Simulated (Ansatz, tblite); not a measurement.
Removing and adding an electron: Mg₄H₁₄S₄. The state is a singlet with charge 0. Geometry: r2SCAN-D4/def2-SVP. Ansatz, gas phase; energy differences of separate SCF runs; the oxidised species was run as a doublet alone; the reduced species was run as a doublet alone.

```xyz
22

Mg    1.017    2.737   -1.689
S    -0.879    2.597    0.518
Mg   -1.520   -1.354   -1.299
S     0.009    0.462   -2.428
S    -0.561   -2.694    2.429
Mg   -0.905    0.067    1.765
Mg    1.588   -1.432   -1.730
S     1.659   -0.298    0.816
H     0.935    4.039   -2.803
H     1.727    2.127   -0.183
H    -2.120    3.050    0.851
H    -0.258    3.370    1.435
H    -1.780   -0.439    0.285
H    -2.780   -2.172   -2.137
H    -0.145    0.392   -3.767
H    -1.321   -3.350    1.523
H    -1.532   -2.671    3.370
H    -1.038    0.549    3.411
H     3.113   -1.912   -2.327
H     0.145   -2.225   -0.880
H     2.619    0.531    1.276
H     2.029   -1.374    1.565
```

The xTB rows come from tblite. HOMO above LUMO, or a gap near zero within one spin, warns that the state may not be the lowest or that an electron is smeared out.

**Question.** Estimate orbital energies and vertical ionisation energies and electron affinities at: GFN1-xTB; GFN2-xTB; PBE-D4/def2-SVP; PBE0-D4/def2-SVP.

**Answer.** 
```csv
level,−HOMO (eV),vertical IE (eV),−LUMO (eV),vertical EA (eV),HOMO–LUMO gap (eV),IE − EA (eV),remarks
GFN1-xTB,10.21,12.52,5.96,3.85,4.24,8.68,–
GFN2-xTB,9.91,11.79,6.43,4.41,3.47,7.38,–
PBE-D4/def2-SVP,5.55,7.56,1.80,0.06,3.75,7.50,"HOMO above zero (-1 doublet), gap within one spin near zero (+1 doublet), gap within one spin near zero (-1 doublet)"
PBE0-D4/def2-SVP,6.68,8.19,0.95,-0.21,5.72,8.39,HOMO above zero (-1 doublet)
```

   A HOMO above zero means that the electron is unbound at that level or that self-interaction error raises the level; the energy of removing that electron tells which. Raw xTB energy differences between charge states are shifted by several eV; the methods need an empirical correction for them. Sets without diffuse functions give affinities that are too small. A negative affinity means that the extra electron isn't bound; its size then hangs on the basis.
